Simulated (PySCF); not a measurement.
# Relaxation of triplet RuSF₂

Level of theory: UPBE0/[Ru def2-SVP with ECP28, S def2-SVP, F def2-SVP], scalar-relativistic core potentials, density fitting, no spin–orbit coupling, PySCF. A (50,194) grid was used.

A start displaced from a saddle point along its imaginary mode, of Cs symmetry, held to at least that symmetry:

```xyz
4
charge 0 multiplicity 3, angstrom
Ru    0.0928   -0.0722    0.0471
S    -1.7581    0.0876   -0.8924
F     0.6255    0.1198    1.8162
F     1.8353    0.1200   -0.5672
```

Optimiser trace:
```
step  E − E(last) (kJ/mol)  largest gradient (Eh/bohr)
   0                 68.72                     0.01822
   1                 56.35                     0.01047
   2                 41.31                     0.04317
   3                 21.33                     0.03841
   4                  7.79                     0.02300
   5                  3.85                     0.01597
   6                  0.95                     0.00524
   7                  0.11                     0.00330
   8                  0.00                     0.00013
   9                  0.00                     0.00001
```

It ends at C2v with Ru–F 1.820 Å (×2), Ru–S 2.037 Å; F–Ru–F 137.9°, F–Ru–S 111.1° (×2). The frequency run here used a shortcut that can spoil soft modes, so no verdict on minimum or saddle point is given.

Final geometry:
Z-matrix (Å, degrees; charge 0 multiplicity 3):
```
Ru
S  1 2.0375
F  1 1.8204 2 111.06
F  1 1.8204 2 111.06 3 -180.00
```

Other spin states or occupations of the open shell can lie lower.
